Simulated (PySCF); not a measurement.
# The Pt–F bond energy of PtF₄

All numbers come from PBE0/[Pt def2-SVP with ECP60, F def2-SVP], scalar-relativistic core potentials, density fitting, no spin–orbit coupling, PySCF.

Each entry is the lowest minimum that a search over a few typed start shapes (and spin states, where more than one is plausible) found, or that minimum re-optimised at the stated level; isomers with ligand–ligand bonds, or fragments after loss of a ligand pair, can lie lower.

Total energies (Eh), which compare only within these settings: F atom -99.54905.

| species | 2S+1 | group | E (Eh) | ZPE (kJ/mol) |
| --- | --- | --- | --- | --- |
| PtF₃ | 2 | C2v | -418.25942 | 15.2 |
| PtF₄ | 3 | D2h | -517.91470 | 21.5 |

Q: What are De and D0 for PtF₄ → PtF₃ + F?

A: De = [(-418.25942) + (-99.54905) − (-517.91470)] × 2625.5 = 279 kJ/mol. The zero-point energy changes by -6.3 kJ/mol, so D0 = 273 kJ/mol.

Atoms and open shells are unrestricted, without spin–orbit or basis-set superposition corrections.

One determinant describes each species, so states of open d or f shells may be missed.

Spin–orbit coupling can matter for elements this heavy.
